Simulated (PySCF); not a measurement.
C3H9BN2.
Numbering: `[CH2:1]=[CH:2][CH2:3][NH:4][BH:5][NH2:6]` (hydrogens: H7, H8 on C1; H9 on C2; H10, H11 on C3; H12 on N4; H13 on B5; H14, H15 on N6)

Torsions of this conformer, `[CH2:1]=[CH:2][CH2:3][NH:4][BH:5][NH2:6]`: C1–C2–C3–N4 128°, C2–C3–N4–B5 121°, C3–N4–B5–N6 1°, H–N6–B5–N4 179°, H–N6–B5–N4 0°.

The closed-shell ground state was solved at several levels (PySCF, density fitting, gas phase, non-relativistic). Isolated species at its GFN2-xTB geometry (one conformer only).

```tsv
level	basis functions	total energy (Eh)	HOMO (eV)	LUMO (eV)	gap (eV)	dipole (D)
PBE0/pcSseg-1	147	-253.8018	-6.54	0.30	6.84	1.16
PBE0/def2-SVPD	192	-253.6675	-6.65	0.18	6.83	1.11
```

(1) What might B3LYP/def2-SVPD (192 basis functions) give for the same quantities?

(2) How far do the dipole and the HOMO energy spread over the levels?

Results:

(1) Total energy -253.9878 Eh, HOMO -6.43 eV, LUMO -0.07 eV, gap 6.36 eV, dipole 1.11 D.

(2) The dipole runs from 1.11 to 1.16 D (mean 1.12 D) and the HOMO from -6.65 to -6.43 eV.
